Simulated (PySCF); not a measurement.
**Worked example: entropy of an ideal gas**

InHCl₂, SMILES [Cl][InH][Cl].

Geometry: PBE0-D3(BJ)/def2-TZVP. The def2 effective core potentials stand for the cores of In; spin–orbit coupling is left out.

PBE0-D3(BJ)/def2-TZVP in PySCF gives the harmonic wavenumbers 101, 362, 367, 379, 466, 1909 cm⁻¹ and the rotational temperatures 0.3100, 0.0932, 0.0716 K. The molar mass is 186.73 g/mol, the symmetry number 2, the spin multiplicity 1.

Q: Work out the entropy at 298.15 K and 1 atm in the rigid-rotor, harmonic-oscillator model.

A: 
Translation (Sackur–Tetrode at 1 atm): S = R[1.5 ln M + 2.5 ln T − 1.16487] = 174.0 J/(mol K).
Rotation: q = (√π/σ) T^1.5/√(θA θB θC) = 100000, S = R[ln q + 3/2] = 108.2 J/(mol K).
Vibration: with u = 1.4388 ν/T, each mode gives R[u/(e^u − 1) − ln(1 − e^−u)]:
```json
[
 {"ν (cm⁻¹)": "101", "modes": "1", "u": "0.49", "S (J/(mol K))": "14.37"},
 {"ν (cm⁻¹)": "362", "modes": "1", "u": "1.75", "S (J/(mol K))": "4.66"},
 {"ν (cm⁻¹)": "367", "modes": "1", "u": "1.77", "S (J/(mol K))": "4.57"},
 {"ν (cm⁻¹)": "379", "modes": "1", "u": "1.83", "S (J/(mol K))": "4.36"},
 {"ν (cm⁻¹)": "466", "modes": "1", "u": "2.25", "S (J/(mol K))": "3.13"},
 {"ν (cm⁻¹)": "1909", "modes": "1", "u": "9.21", "S (J/(mol K))": "0.01"}
]
```
These are all the modes. Sum 31.1 J/(mol K).
Spin: R ln 1 = 0.0 J/(mol K).
Total 313.3 J/(mol K); the program's own thermochemistry gives 313.3. Translation makes up 56 % and vibration 10 %. Anharmonicity, hindered rotation and orbital degeneracy are left out.
